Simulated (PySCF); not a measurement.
Species: C6H3Cl3.
Atom-mapped SMILES: `[CH3:1][C:2]#[C:3][C:4]#[C:5][C:6]([Cl:7])([Cl:8])[Cl:9]` (hydrogens: H10, H11, H12 on C1)

Geometry (PBE0-D3(BJ)/def2-SVP, Å), atoms numbered from 1 in this order:
```
atom  x, y, z in Å
C1    -3.3948    0.2659    0.3592
C2    -1.9521    0.1543    0.3529
C3    -0.7368    0.0604    0.3473
C4     0.6253   -0.0453    0.3413
C5     1.8399   -0.1398    0.3346
C6     3.2754   -0.2522    0.3275
Cl7    3.9267    0.3247   -1.2339
Cl8    3.7572   -1.9581    0.5614
Cl9    3.9742    0.7321    1.6463
H10   -3.7070    1.3217    0.3314
H11   -3.8202   -0.1911    1.2665
H12   -3.8320   -0.2417   -0.5150
```

The closed-shell ground state was solved at several levels (PySCF, density fitting, gas phase, non-relativistic).

```
         level  basis functions  total energy (Eh)  HOMO (eV)  LUMO (eV)  gap (eV)  dipole (D)
B97-2/pcSseg-1              189         -1610.8334      -7.38      -1.69      5.69        4.03
 PBE0/pcSseg-1              189         -1610.0821      -7.62      -1.65      5.97        4.03
```

(1) Estimate the row for PBE0/def2-SVPD, a basis of 225 functions; the other rows only guide the guess.

(2) Over all these levels, which gives the widest orbital gap and which the narrowest?

(3) How far do the dipole and the HOMO energy spread over the levels?

Results:

(1) Total energy -1609.5995 Eh, HOMO -7.60 eV, LUMO -1.69 eV, gap 5.91 eV, dipole 4.01 D.

(2) PBE0/pcSseg-1 (global hybrid, 25 % exact exchange) has the widest, 5.97 eV, and B97-2/pcSseg-1 (global hybrid, 21 % exact exchange) the narrowest, 5.69 eV. The two share the basis. From the narrowest to the widest the HOMO moves by -0.24 eV and the LUMO by +0.04 eV.

(3) The dipole runs from 4.01 to 4.03 D (mean 4.02 D) and the HOMO from -7.62 to -7.38 eV.
